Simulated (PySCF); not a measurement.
BFH₅NO₂Si, SMILES OB(O)N[SiH2]F.

Coordinates come from a B3LYP-D3(BJ)/def2-SVP optimisation. The structure was generated by enumeration, and PubChem lists no compound with its InChIKey, so it may never have been made. The values are those of a single conformer.

Calculation: PBE/def2-TZVP run with PySCF.

Gas-phase values at a fixed geometry.

```yaml
total_energy: -622.27404 hartree
highest_occupied_level: -6.38 eV
lowest_empty_level: -0.82 eV
orbital_gap: 5.55 eV
dipole_moment: 3.66 D
quadrupole, principal values (traceless, Buckingham form, about the centre of nuclear charge): -5.06, -4.87, 9.94 D·Å
mean_static_polarisability: 53.8 bohr³ (7.97 Å³)
polarisability_principal_values: 44.3, 51.7, 65.4 bohr³
```
